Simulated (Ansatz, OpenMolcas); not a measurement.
**How basis sets differ on C4H11As (tert-butylarsine)**

C4H11As has 16 atoms, charge 0, and is taken as a singlet. As SMILES, `CC(C)(C)[AsH2]`. The shape is that of a PBE0-D4/def2-TZVP optimisation. This is one conformer, not always the lowest.

```tsv
atom	x (Å)	y (Å)	z (Å)
C	-0.7179	0.5399	-1.0814
C	0.0549	-0.0415	0.0912
C	1.4850	0.4833	0.0948
C	0.0551	-1.5634	0.0222
As	-0.7582	0.4642	1.8482
H	-0.7388	1.6315	-1.0468
H	-0.2457	0.2435	-2.0265
H	-1.7504	0.1838	-1.0980
H	2.0613	0.0839	0.9334
H	1.5136	1.5748	0.1530
H	1.9939	0.1878	-0.8297
H	-0.9609	-1.9672	0.0270
H	0.6003	-2.0070	0.8594
H	0.5388	-1.8954	-0.9034
H	-0.9373	1.9406	1.5100
H	-2.1937	0.1412	1.4465
```

Each level gives the HOMO–LUMO gap (eV). The values are calculated.

```csv
level,kind,program,value (eV)
HF/ANO-R0 (sfX2C),Hartree–Fock,OpenMolcas,13.86
HF/STO-3G,Hartree–Fock,Ansatz,17.79
HF/3-21G,Hartree–Fock,OpenMolcas,13.65
HF/6-31G* (spherical functions),Hartree–Fock,OpenMolcas,13.41
"HF/ANO-RCC-VDZP (DKH2, RICD fitting)",Hartree–Fock,OpenMolcas,11.58
HF/def2-SVP,Hartree–Fock,Ansatz,13.22
```

All-electron rows without a relativistic Hamiltonian named are non-relativistic. The values span 11.58 to 17.79 eV. A Hartree–Fock LUMO above zero doesn't converge with the basis: it sinks as sets grow more diffuse. Orbital gaps aren't excitation energies.
